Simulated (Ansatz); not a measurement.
Ansatz (a first-principles code) input (PBE/LANL2DZ): The .json file is the Basis Set Exchange's LANL2DZ.

Ansatz 0.2 input:
```yaml
crystal:
  periodic: [false, false, false]
  atoms:
    - {symbol: Si, position_ang: [-0.61958300, 0.64186600, 0.77921100]}
    - {symbol: Br, position_ang: [0.66414100, -0.66287500, -0.32448800]}
    - {symbol: F, position_ang: [-1.61897700, 1.57938700, 0.04979200]}
basis:
  gaussian:
    orbitals: LANL2DZ.json
hamiltonian:
  xc: {name: PBE}
total_charge: 1
magnetization: {spin_polarized: true, initial_magnetization: 1}
output: {forces: true}
```

Output:

```
Functional definition: PBE
integrals: 0.01 GiB planned
338 factors; integrals over basis functions are off by at most 1.8e-4 eV
mean field: 0.07 GiB planned
mean field evaluation 1: about -3158.9252 eV, gradient 5.0e1 eV
mean field evaluation 2: about -2993.3197 eV, gradient 1.7e2 eV
mean field evaluation 4: about -3165.1849 eV, gradient 1.9e1 eV
mean field evaluation 8: about -3168.9765 eV, gradient 6.3e-1 eV
mean field evaluation 16: about -3168.9792 eV, gradient 1.3e-5 eV
mean field -3168.97921235 eV, -116.4578380427 hartree, gradient 1.3e-5 eV, S^2 0.754030; 0 other end points of the search recorded, 0 dependent functions left out
the calculation of the forces begins
reference -3168.97923710 eV, -116.4578389521 hartree; 10, 9 occupied and 15, 16 virtual orbitals, 338 factors
Total energy: -3168.97923710 eV, -116.4578389521 hartree
Atom 0 at    -0.619583     0.641866     0.779211 Å, force     1.179284    -0.996930     3.081088 eV/Å
Atom 1 at     0.664141    -0.662875    -0.324488 Å, force     1.427464    -1.449783    -1.205938 eV/Å
Atom 2 at    -1.618977     1.579387     0.049792 Å, force    -2.606748     2.446713    -1.875150 eV/Å
Dipole moment:    -0.182729     0.204559     0.539637 e Å
```

The dipole moment of an ion depends on the origin.

The geometry given is a B3LYP-D3(BJ)/def2-TZVP minimum.
